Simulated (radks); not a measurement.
Valence configurations of Tl3+ (all share [Xe]). Calculated with a radial shooting solver on a logarithmic mesh with Libxc functionals: non-relativistic Kohn-Sham, BLYP, spin-polarised, spherical densities, point nucleus; open shells are filled with parallel spins first (spin-orbit coupling, left out, can overturn this in heavy ions); relativity is left out, which matters for an element this heavy. Energies are relative to 4f14 5d10; eigenvalues in eV for spin up.

| valence | E (eV) | moment (Bohr magnetons) | e(4f) | e(5d) | e(6p) | e(6s) |
|---|---|---|---|---|---|---|
| 4f14 5d10 | 0.000 | 0 | -158.67 | -45.234 | - | - |
| 4f14 5d9.5 6s0.5 | 7.344 | 1 | -161.45 | -47.476 | - | -31.984 |
| 4f14 5d9 6s1 | 15.025 | 2 | -164.25 | -49.709 | - | -33.057 |
| 4f14 5d8.5 6s1.5 | 23.623 | 2 | -167.11 | -51.883 | - | -33.798 |
| 4f14 5d8 6s2 | 32.684 | 2 | -170.00 | -54.063 | - | -34.506 |
| 4f13.5 5d10 6s0.5 | 65.885 | 1 | -168.55 | -48.250 | - | -32.103 |
| 4f13 5d10 6s1 | 135.80 | 2 | -178.62 | -51.334 | - | -33.324 |
| 4f12 5d10 6s2 | 288.93 | 2 | -199.36 | -57.567 | - | -35.042 |
| 4f12 5d10 6p2 | 304.39 | 4 | -201.48 | -59.622 | -28.665 | - |
| 4f11.5 5d10 6s0.5 6p2 | 387.45 | 5 | -212.06 | -62.864 | -29.544 | -38.001 |

NIST lists [Xe] 4f14 5d10 as the ground configuration; this level of theory agrees among the configurations tried. The energies are those of spherical high-spin densities, not of single terms. Relativity is left out, which favours d and f over s occupation in heavy atoms.
